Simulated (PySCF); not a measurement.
## GdN: energy against distance

Set-up: Gd x2c-SVPall, N x2c-SVPall; spin-free X2C with a Gaussian nucleus (PySCF 2.14). Energies in eV from Gd (4f7 5d1 6s2) + N in their ground configurations at the same level. State: octet, about 7.2 electrons in the 4f shell (Mulliken).

```tsv
R (Å)	r²SCAN
1.510	-2.960
1.580	-3.883
1.651	-4.414
1.703	-4.618
1.756	-4.697
1.809	-4.683
1.879	-4.565
1.967	-4.321
2.072	-3.940
2.213	-3.341
```

Question: Put a parabola through the three lowest points of the r²SCAN curve and estimate Re, k and ωe (reduced mass 12.86 u; 1 eV/Å² = 0.16022 mdyn/Å; ωe = 1302.8·√(k/μ) cm⁻¹).

Answer: Through R = 1.703, 1.756, 1.809 Å the second-order coefficient is 16.6 eV/Å², so Re ≈ 1.775 Å, k ≈ 5.30 mdyn/Å and ωe ≈ 837 cm⁻¹. A polynomial fit of higher order to the unrounded r²SCAN energies gives Re = 1.773 Å, k = 4.82 mdyn/Å, ωe = 798 cm⁻¹; anharmonicity and rounding make the difference.

The higher-order fit for each curve: r²SCAN: Re = 1.773 Å, ωe = 798 cm⁻¹, De = 4.70 eV.

⟨S²⟩ of the unrestricted solution departs from its pure value on part of the curve, where spin states mix. These are scalar-relativistic numbers at best; spin–orbit coupling would shift them, the dissociation energy most. With d or f electrons several states lie close, and the lowest PBE0 determinant need not be the measured ground state.
